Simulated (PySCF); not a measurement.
**Correlation energy of Br (bromine, neutral)**

[Ar] 3d10 4s2 4p5, 2P determinant. Computed with PySCF 2.14 in cc-pVDZ-DK (5s4p2d, 27 functions), with scalar relativity by spin-free X2C-1e. Frozen: [Ar] 3d10; 7 electrons correlated.

MP2 pair energies summed by pair of shells (mhartree):

```json
{"pair": "4p-4p", "energy": "-61.17", "share (%)": "66.4"}
{"pair": "4s-4p", "energy": "-25.52", "share (%)": "27.7"}
{"pair": "4s-4s", "energy": "-5.46", "share (%)": "5.9"}
```

Total MP2 correlation energy: -92.15 mhartree.

Same-spin part -23.58 and opposite-spin part -68.56 mhartree; SCS-MP2 scales them by 1/3 and 6/5 to -90.14 mhartree.

| level | correlation energy (mhartree) |
| --- | --- |
| CCSD | -106.08 |
| (T) | -0.82 |
| CCSD(T) | -106.90 |

Diagnostics: T1 = 0.0049, D1 = 0.0169, largest double amplitude 0.049.

Q: Is a single reference adequate?

A: Yes, within this model without spin-orbit coupling: T1 lies below 0.03 and no double amplitude reaches 0.07.
